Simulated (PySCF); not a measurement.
Predicted microwave data (PBE0/pcSseg-1 in PySCF (dipole) on a GFN2-xTB geometry, gas phase) for one isomer of C7H6F3OP:

| Quantity | Value |
| --- | --- |
| Rotational constants | A = 1317, B = 666.8, C = 532.7 MHz |
| Dipole components | \|μa\| = 2.18 D, \|μb\| = 0.75 D, \|μc\| = 0.99 D |
| Inertial defect | -192.84 u·Å² |
| κ | -0.66 |

Task: Which candidate fits, each taken in the one conformer that was computed?
A. `[CH2:1]=[CH:2][P:3]([c:4]1[cH:5][cH:6][cH:7][o:8]1)[C:9]([F:10])([F:11])[F:12]` with C1–C2–P3–C4 -29°, C2–P3–C4–C5 -100°
B. `[O:1]=[P:2]1([C:3]([F:4])=[C:5]([F:6])[F:7])[CH:8]=[CH:9][CH2:10][CH:11]=[CH:12]1` with O1–P2–C3–F4 179°, O1–P2–C8–C9 151°, C8–C9–C10–C11 -29°, C9–C10–C11–C12 29°, O1–P2–C12–C11 -151°

Result: A. It is C=CP(c1ccco1)C(F)(F)F, an asymmetric top, point group C1. The candidates at the same level (rigid rotor, commonest isotopes):

```tsv
SMILES	A (MHz)	B (MHz)	C (MHz)	μa (D)	μb (D)	μc (D)	Δ (u·Å²)	point group	rotor
C=CP(c1ccco1)C(F)(F)F	1317	666.8	532.7	2.18	0.75	0.99	-192.84	C1	asymmetric top
O=P1(C(F)=C(F)F)C=CCC=C1	1459	608.8	523.3	3.81	3.17	0.04	-210.80	Cs	asymmetric top
```

`O=P1(C(F)=C(F)F)C=CCC=C1` has A 11 % too high. No structure here is proved a minimum.
